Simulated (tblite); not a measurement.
Compound: C₃H₇FOSe.
SMILES with atom numbers: `[CH3:1][CH2:2][Se@@:3](=[O:4])[CH2:5][F:6]` (hydrogens: H7, H8, H9 on C1; H10, H11 on C2; H12, H13 on C5)

Computed with GFN2-xTB (tblite), gas phase: L-BFGS steps from a force-field or distance-geometry start until the largest atomic force falls under 0.01 eV/Å.

Step 87: E = -596.5438 eV
```
atom  x, y, z in Å  |  force x, y, z in eV/Å
C1     -1.4102    0.4910   -0.3872    0.028   0.026  -0.025
C2     -0.9126   -0.2771    0.8201   -0.029  -0.004  -0.077
Se3     0.7171   -1.3614    0.4395   -0.042   0.007  -0.024
O4      0.4382   -2.0520   -0.9774    0.000   0.041   0.021
C5      1.8919    0.1868   -0.1064   -0.028   0.039   0.055
F6      1.4847    1.3551    0.4489    0.039  -0.016   0.028
H7     -2.3233    1.0259   -0.1229    0.017  -0.104  -0.085
H8     -1.6122   -0.1955   -1.2089   -0.036  -0.006   0.056
H9     -0.6860    1.2249   -0.7350    0.018   0.004   0.089
H10    -1.6555   -1.0153    1.1347    0.007  -0.017   0.044
H11    -0.6639    0.3648    1.6621    0.020   0.059  -0.001
H12     1.8047    0.2498   -1.1948    0.001   0.019  -0.050
H13     2.9228    0.0037    0.2098    0.005  -0.047  -0.031
```

Step 88: E = -596.5463 eV
```
atom  x, y, z in Å  |  force x, y, z in eV/Å
C1     -1.4011    0.4930   -0.3888    0.035  -0.029  -0.036
C2     -0.9186   -0.2786    0.8220    0.002   0.014  -0.065
Se3     0.7171   -1.3598    0.4506   -0.018   0.019   0.026
O4      0.4419   -2.0677   -0.9568   -0.006   0.038  -0.022
C5      1.8846    0.1905   -0.1085   -0.012   0.021  -0.005
F6      1.4997    1.3500    0.4763    0.025   0.032   0.078
H7     -2.3158    1.0315   -0.1408    0.010  -0.099  -0.061
H8     -1.5938   -0.1990   -1.2071   -0.057  -0.005   0.007
H9     -0.6699    1.2208   -0.7330    0.025   0.028   0.097
H10    -1.6644   -1.0194    1.1258    0.028   0.016   0.049
H11    -0.6725    0.3616    1.6665   -0.005   0.041   0.002
H12     1.7620    0.2781   -1.1929    0.014  -0.021  -0.034
H13     2.9265   -0.0003    0.1691   -0.041  -0.055  -0.034
```

Step 89: E = -596.5484 eV
```
atom  x, y, z in Å  |  force x, y, z in eV/Å
C1     -1.3949    0.4928   -0.3897    0.030  -0.066  -0.037
C2     -0.9240   -0.2794    0.8236    0.033   0.012  -0.020
Se3     0.7158   -1.3568    0.4550   -0.012   0.000   0.026
O4      0.4415   -2.0784   -0.9462   -0.003   0.064  -0.011
C5      1.8790    0.1949   -0.1119   -0.012   0.024   0.014
F6      1.5122    1.3501    0.4936    0.025   0.018   0.081
H7     -2.3115    1.0308   -0.1557   -0.025  -0.062  -0.028
H8     -1.5823   -0.2031   -1.2044   -0.051  -0.017  -0.055
H9     -0.6584    1.2172   -0.7271    0.027   0.045   0.080
H10    -1.6712   -1.0218    1.1242    0.054   0.053   0.041
H11    -0.6766    0.3616    1.6682   -0.027   0.016  -0.004
H12     1.7421    0.3004   -1.1920   -0.001  -0.038  -0.061
H13     2.9240   -0.0077    0.1448   -0.039  -0.050  -0.026
```

**Question.** Estimate the geometry and energy of step 90. (The exact step hangs on the optimiser's Hessian estimate; all steps are aligned on step 89, rigid shifts and turns removed.)

**Answer.** E = -596.5505 eV, largest force 0.140 eV/Å
```
atom  x, y, z in Å  |  force x, y, z in eV/Å
C1     -1.3899    0.4911   -0.3910    0.006  -0.075  -0.033
C2     -0.9290   -0.2796    0.8250    0.069   0.023   0.032
Se3     0.7138   -1.3538    0.4590    0.016   0.019   0.073
O4      0.4440   -2.0798   -0.9388   -0.024   0.030  -0.068
C5      1.8751    0.1972   -0.1139   -0.046   0.004  -0.057
F6      1.5257    1.3470    0.5078    0.009   0.072   0.120
H7     -2.3106    1.0257   -0.1707   -0.045  -0.027   0.001
H8     -1.5719   -0.2081   -1.2026   -0.025  -0.025  -0.111
H9     -0.6497    1.2158   -0.7182    0.017   0.048   0.049
H10    -1.6773   -1.0208    1.1259    0.059   0.057   0.035
H11    -0.6807    0.3635    1.6685   -0.039   0.001  -0.008
H12     1.7255    0.3187   -1.1921   -0.010  -0.068  -0.026
H13     2.9208   -0.0163    0.1233    0.013  -0.057  -0.007
```

The energy changes by -0.0021 eV. The first-order estimate −F·Δx gives -0.0030 eV and the mean of the old and new forces, exact on a quadratic surface, -0.0021 eV. The step makes an angle of 75° with the force vector and moves no atom by more than 0.025 Å.

Run on one thread of an Arm Neoverse N1, shared host.
